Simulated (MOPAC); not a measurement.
MOPAC input (MNDO):

```
MNDO PRECISE GNORM=0.05 LET XYZ GEO-OK AUX(PRECISION=9) THREADS=1
C4H10O

C    -0.14691225 1    1.56741891 1    0.18575105 1
C    -0.45847107 1    0.07547141 1    0.24834238 1
C    -1.77110868 1   -0.26198331 1   -0.43541783 1
O     0.54512750 1   -0.70627215 1   -0.39681411 1
C     1.76934774 1   -0.78791294 1    0.29703787 1
H     0.78603706 1    1.80988591 1    0.69548422 1
H    -0.94322050 1    2.14075226 1    0.66406923 1
H    -0.06559667 1    1.88904939 1   -0.85454629 1
H    -0.51084391 1   -0.23386344 1    1.30337260 1
H    -1.72800112 1    0.01854653 1   -1.48959199 1
H    -1.96904045 1   -1.33210914 1   -0.37333467 1
H    -2.59774779 1    0.27537419 1    0.03202247 1
H     2.30212851 1    0.16941842 1    0.32279990 1
H     2.38745702 1   -1.51387904 1   -0.22963869 1
H     1.62067361 1   -1.13096219 1    1.32959525 1
```

From the last part of the output:

```
                                                       MOPAC v23.2.5 Linux

          FINAL HEAT OF FORMATION =        -58.22901 KCAL/MOL =    -243.63019 KJ/MOL

          COSMO AREA              =        128.25 SQUARE ANGSTROMS
          COSMO VOLUME            =        115.97 CUBIC ANGSTROMS

          GRADIENT NORM           =          0.02406          =       0.00621 PER ATOM
          IONIZATION POTENTIAL    =         10.827012 EV
          HOMO LUMO ENERGIES (EV) =        -10.827  3.141
          NO. OF FILLED LEVELS    =         16
          MOLECULAR WEIGHT        =         74.1224         POINT GROUP:  C1

          MOLECULAR DIMENSIONS (Angstroms)

            Atom       Atom       Distance
            H    14    H    12     5.29021
            H    11    H     6     4.23193
            H    15    H     8     2.84548

          SCF CALCULATIONS        =         86

   ATOM   CHEMICAL          X               Y               Z
  NUMBER   SYMBOL      (ANGSTROMS)     (ANGSTROMS)     (ANGSTROMS)

     1       C         -0.26340418  *   1.73928696  *   0.08339795  *
     2       C         -0.38194244  *   0.19875141  *   0.22940363  *
     3       C         -1.70883150  *  -0.36317577  *  -0.34674393  *
     4       O          0.69786985  *  -0.43223850  *  -0.42247331  *
     5       C          1.71513304  *  -1.04063399  *   0.31326106  *
     6       H          0.66859777  *   2.11634005  *   0.55108214  *
     7       H         -1.11285524  *   2.23680652  *   0.59410679  *
     8       H         -0.26504179  *   2.06355513  *  -0.97588155  *
     9       H         -0.38787221  *  -0.02512832  *   1.33392096  *
    10       H         -1.81223400  *  -0.17208031  *  -1.43300408  *
    11       H         -1.78171819  *  -1.45792617  *  -0.18633142  *
    12       H         -2.57373069  *   0.10483553  *   0.16618320  *
    13       H          2.25799313  *  -0.32497704  *   0.97920381  *
    14       H          2.44686616  *  -1.45613495  *  -0.41971210  *
    15       H          1.34340619  *  -1.88202436  *   0.94949220  *

                             CARTESIAN COORDINATES

   1    C       -0.263404181     1.739286960     0.083397947
   2    C       -0.381942439     0.198751413     0.229403629
   3    C       -1.708831504    -0.363175771    -0.346743931
   4    O        0.697869848    -0.432238501    -0.422473314
   5    C        1.715133038    -1.040633994     0.313261056
   6    H        0.668597767     2.116340048     0.551082142
   7    H       -1.112855242     2.236806521     0.594106793
   8    H       -0.265041794     2.063555133    -0.975881552
   9    H       -0.387872209    -0.025128322     1.333920959
  10    H       -1.812234003    -0.172080308    -1.433004078
  11    H       -1.781718189    -1.457926167    -0.186331418
  12    H       -2.573730693     0.104835534     0.166183197
  13    H        2.257993125    -0.324977039     0.979203813
  14    H        2.446866159    -1.456134954    -0.419712104
  15    H        1.343406189    -1.882024357     0.949492203

           Empirical Formula: C4 H10 O  =    15 atoms

      MOLECULAR POINT GROUP   :   C1

                  EIGENVALUES
 -43.43053 -35.16982 -29.39768 -27.85331 -22.25887 -17.80321 -16.05490 -15.94183
 -14.52430 -14.06391 -13.94456 -13.71207 -13.00857 -12.75408 -11.95897 -10.82701
   3.14091   3.43165   3.76576   4.00873   4.04961   4.17988   4.37219   4.45546
   4.54314   4.79238   5.04142   5.64429   5.72400   6.81875

              NET ATOMIC CHARGES AND DIPOLE CONTRIBUTIONS

  ATOM NO.   TYPE          CHARGE      No. of ELECS.   s-Pop       p-Pop
    1          C           0.018874        3.9811     1.22592     2.75521
    2          C           0.123130        3.8769     1.22435     2.65252
    3          C           0.027509        3.9725     1.22489     2.74760
    4          O          -0.349160        6.3492     1.82022     4.52894
    5          C           0.217770        3.7822     1.22112     2.56111
    6          H          -0.001856        1.0019     1.00186
    7          H          -0.004805        1.0048     1.00480
    8          H           0.009905        0.9901     0.99009
    9          H          -0.002983        1.0030     1.00298
   10          H           0.009494        0.9905     0.99051
   11          H           0.000581        0.9994     0.99942
   12          H          -0.006445        1.0064     1.00644
   13          H          -0.027019        1.0270     1.02702
   14          H           0.011900        0.9881     0.98810
   15          H          -0.026894        1.0269     1.02689
 DIPOLE           X         Y         Z       TOTAL
 POINT-CHG.    -0.174     0.079     0.705     0.730
 HYBRID         0.009    -0.004     0.548     0.548
 SUM           -0.165     0.074     1.252     1.265

          ATOMIC ORBITAL ELECTRON POPULATIONS

     Atom    s        px        py        pz
    1  C   1.22592   0.91843   0.90715   0.92963
    2  C   1.22435   0.85203   0.91384   0.88664
    3  C   1.22489   0.90007   0.92042   0.92711
    4  O   1.82022   1.32984   1.72734   1.47176
    5  C   1.22112   0.82879   0.86694   0.86538
    6  H   1.00186
    7  H   1.00480
    8  H   0.99009
    9  H   1.00298
   10  H   0.99051
   11  H   0.99942
   12  H   1.00644
   13  H   1.02702
   14  H   0.98810
   15  H   1.02689

 **********************
 *                    *
 * JOB ENDED NORMALLY *
 *                    *
 **********************

 == MOPAC DONE ==
```
